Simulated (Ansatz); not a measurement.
Start from `C[C](=O)[InH2]` and change one atom or group to get `CC(=O)C=O`.

Ansatz, PBE0-D4/def2-TZVP geometries, multiplicity 1. Each molecule was computed in one conformer, which needn't be the lowest.

Elements past krypton have def2 core potentials.

```json
{"property": "LUMO energy (PBE/def2-TZVPP) / eV", "`C[C](=O)[InH2]`": "-2.46"}
{"property": "HOMO–LUMO gap (ωB97M-V/def2-TZVPP) / eV", "`C[C](=O)[InH2]`": "8.12"}
{"property": "HOMO–LUMO gap (PBE/def2-TZVPP) / eV", "`C[C](=O)[InH2]`": "2.63"}
{"property": "HOMO–LUMO gap (B3LYP/def2-TZVPP) / eV", "`C[C](=O)[InH2]`": "4.04"}
{"property": "HOMO energy (PBE0/def2-TZVPP) / eV", "`C[C](=O)[InH2]`": "-6.26"}
{"property": "LUMO energy (ωB97M-V/def2-TZVPP) / eV", "`C[C](=O)[InH2]`": "-0.31"}
```

Problem. Give the same properties after the change, and the shifts. (Best estimate.)

Solution. The calculation gave: 
```tsv
property	`CC(=O)C=O`	shift
LUMO energy (PBE/def2-TZVPP) / eV	-3.83	-1.37
HOMO–LUMO gap (ωB97M-V/def2-TZVPP) / eV	9.50	1.38
HOMO–LUMO gap (PBE/def2-TZVPP) / eV	2.07	-0.56
HOMO–LUMO gap (B3LYP/def2-TZVPP) / eV	4.30	0.26
HOMO energy (PBE0/def2-TZVPP) / eV	-7.49	-1.23
LUMO energy (ωB97M-V/def2-TZVPP) / eV	-0.37	-0.06
```

With PBE0 the HOMO falls by 1.23 eV and the LUMO falls by 0.96 eV, so the gap widens by about 0.27 eV. PBE moves the HOMO by -0.80 eV and ωB97M-V by -1.45 eV.

B3LYP here is the variant with VWN-RPA as its local correlation; programs differ in this.
